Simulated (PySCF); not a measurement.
Run record: excited-state job, `F[C@@]12C=C[C@@H](C1)[C@@H](Cl)C2`.

Computed with TDDFT wB97X-D/def2-SVPD, vertical, gas phase, core orbitals frozen in the response (PySCF 2.14.0, density-fitted response routines). Geometry: PBE0-D3(BJ)/def2-SVP. A driver script takes a list of jobs; this job's settings line and coordinates (Å) are shown.

Input:
```
{"job": {"kind": "uv", "xc": "wB97X-D", "basis": "def2-SVPD", "dynamic": true, "nstates": 6, "ntriplets": 0}, "charge": 0, "multiplicity": 1}
F     -0.768708    -1.290728    -0.416023
C      0.452407    -0.766277    -0.118928
C      0.689855     0.640083    -0.624286
C      1.721825     1.126512     0.075943
C      2.154424     0.045745     1.048238
C      0.804360    -0.614978     1.362636
C      2.815588    -1.054216     0.168784
Cl     3.608913    -2.298907     1.198087
C      1.628436    -1.633137    -0.626544
H      0.168630     1.080981    -1.475496
H      2.242824     2.072796    -0.078348
H      2.783878     0.360353     1.889071
H      0.899261    -1.575786     1.889540
H      0.111036     0.052965     1.891036
H      3.614286    -0.651773    -0.465620
H      1.454666    -2.686289    -0.367382
H      1.763317    -1.559212    -1.713942
```

Question: Estimate the output.

Answer: 
```
coarse grid: 15272 points
cycle   1  E = -830.8791889142  dE =  1.724e+00  |g| = 5.601e-01  |ddm| = 7.409e+00
cycle   2  E = -830.8888564915  dE = -9.668e-03  |g| = 5.982e-01  |ddm| = 2.240e+00
cycle   3  E = -830.9517351835  dE = -6.288e-02  |g| = 6.319e-02  |ddm| = 1.111e+00
cycle   4  E = -830.9525321883  dE = -7.970e-04  |g| = 2.754e-02  |ddm| = 2.169e-01
cycle   5  E = -830.9527193455  dE = -1.872e-04  |g| = 5.180e-03  |ddm| = 1.035e-01
cycle   6  E = -830.9527272079  dE = -7.862e-06  |g| = 1.515e-03  |ddm| = 2.108e-02
final grid: 144784 points
cycle   7  E = -831.0630313968  dE = -1.572e-04  |g| = 7.442e-03  |ddm| = 3.402e-01
cycle   8  E = -831.0630325282  dE = -1.131e-06  |g| = 8.026e-03  |ddm| = 3.841e-02
cycle   9  E = -831.0630431400  dE = -1.061e-05  |g| = 6.481e-04  |ddm| = 1.326e-02
cycle  10  E = -831.0630432518  dE = -1.118e-07  |g| = 3.555e-04  |ddm| = 4.030e-03
cycle  11  E = -831.0630432826  dE = -3.078e-08  |g| = 6.084e-05  |ddm| = 1.279e-03
cycle  12  E = -831.0630432838  dE = -1.234e-09  |g| = 2.350e-05  |ddm| = 2.609e-04
cycle  13  E = -831.0630432840  dE = -2.110e-10  |g| = 7.295e-06  |ddm| = 1.062e-04
converged SCF energy = -831.0630432840

Static polarisability (au): isotropic 87.488, principal 76.213 85.160 101.090

Singlet excitations
state   eV       nm        f      main configurations
  1   6.5197    190.2   0.11032   H->L 0.94
  2   7.1589    173.2   0.00346   H-1->L 0.59, H-1->L+2 0.12, H-1->L+1 0.11
  3   7.2117    171.9   0.03377   H->L+1 0.33, H-2->L 0.32, H-2->L+2 0.08
  4   7.4299    166.9   0.00460   H-3->L 0.67
  5   7.5274    164.7   0.03265   H->L+1 0.52, H-2->L 0.14
  6   7.9555    155.8   0.01490   H-4->L 0.25, H->L+2 0.21, H-2->L 0.16
```

The SCF starts on a coarse grid where the log names one; the energy can jump when the final grid takes over, and dE then counts from the start density on the new grid. H and L stand for HOMO and LUMO; the number after each pair is its weight.

Question: Which computed singlet has the largest oscillator strength, and what do all of them sum to?

Answer: State 1 at 6.52 eV (190 nm), f = 0.110; the 6 states sum to 0.200.

Question: Give S1 in cm⁻¹ and kJ/mol.

Answer: 6.5197 eV × 8065.54 = 52585 cm⁻¹; × 96.485 = 629.1 kJ/mol.

Summary of the converged run: HOMO -9.41 eV, LUMO 1.28 eV; lowest singlet 6.52 eV; mean polarisability 87.5 au.

On one thread, x86-64 server, shared host, this took 84 s of wall time.
Labels such as C1 count atoms from 1, the log's own numbers from 0.

wB97X-D is run here without its empirical dispersion term; that term would change no orbital, density or response property at a fixed geometry.
